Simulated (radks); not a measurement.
Task: The mean radii <r> (bohr) of the occupied orbitals of an atom or ion are listed with their occupations. All-electron calculation, scalar-relativistic Kohn-Sham, PBE, spin-polarised, spherical densities, point nucleus. Program: a radial shooting solver on a logarithmic mesh with Libxc functionals.

orbital  occ.      <r>
1s down     1  0.01773
1s up       1  0.01773
2s up       1  0.07488
2s down     1  0.07488
2p up       3  0.06728
2p down     3  0.06727
3s up       1   0.1939
3s down     1   0.1939
3p up       3   0.1945
3p down     3   0.1945
3d up       5   0.1762
3d down     5   0.1762
4s up       1   0.4317
4s down     1   0.4318
4p up       3   0.4593
4p down     3   0.4592
4d up       5   0.4885
4d down     5   0.4883
4f up       7   0.5514
4f down     7   0.5483
5p up       3    1.133
5p down     3    1.126
5d up       5    1.477
5d down     1    1.489

Name the element and its charge. Open shells, if any, are filled with parallel spins first.

Result: Z = 76, osmium, charge +4: Os4+ in [Kr] 4d10 4f14 5p6 5d6. The 1s radius gives Z: for a bare nucleus <r> = (2 gamma + 1)/(2Z) with gamma = sqrt(1 - (Z/c)^2), 0.01753 bohr for Z = 76, and screening makes it slightly larger (0.01773 here). The occupations add up to 72, and the charge is Z minus that.
